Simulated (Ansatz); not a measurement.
The same path of FGeH5O3Si (11 atoms, charge 0, multiplicity 1) was run twice with different band settings. The coordinate that changes most is the dihedral Ge2–O5–Si6–H11.

These are results of Ansatz, RKS PBE0-D4/def2-SVP, not measurements.

Relaxed end points:

```xyz
11
Properties=species:S:1:pos:R:3
O 0.365 -1.301 2.168
Ge -0.367 -0.693 0.706
O -2.046 -0.354 1.010
F -0.211 -1.891 -0.534
O 0.420 0.722 0.085
Si 0.698 1.350 -1.441
H 1.292 -1.543 2.060
H -2.446 -0.984 1.620
H 1.014 2.795 -1.270
H -0.510 1.189 -2.304
H 1.855 0.653 -2.078
```

```xyz
11
Properties=species:S:1:pos:R:3
O 0.226 -0.962 2.358
Ge -0.299 -0.717 0.713
O -2.029 -0.877 0.637
F 0.460 -1.903 -0.295
O 0.179 0.819 0.065
Si 0.587 1.386 -1.455
H 1.184 -0.939 2.465
H -2.367 -1.562 1.226
H 2.003 1.036 -1.769
H 0.430 2.866 -1.429
H -0.308 0.797 -2.495
```

Common settings: movable images 9; climbing image yes; spring 5.0 eV/Å²; start path through a guess of the saddle point; force threshold 0.05 eV/Å; end points relaxed.

| run | optimiser | iteration limit | largest step |
| --- | --- | --- | --- |
| 1 | quadratic models (default) | 37 | default |
| 2 | lbfgs | 29 | 0.5 Å |

What does each run give, and how far can it be trusted?

Run 1: converged after 29 iterations, highest image 0.031 eV above the first end. Beside the main top the profile has a ripple of under 15 meV (maxima at images 4, 7), which may be a very shallow well or noise. A vibrational analysis at the climbing image gives no mode beyond 40i cm⁻¹: the surface is too flat there to confirm a saddle point.
Run 2: not converged after 29 iterations, highest image 0.116 eV above the first end. The band didn't meet its force threshold, so its energies are provisional: the largest band force was still 0.21 eV/Å, and over the last iterations the top stayed at 0.12 eV.
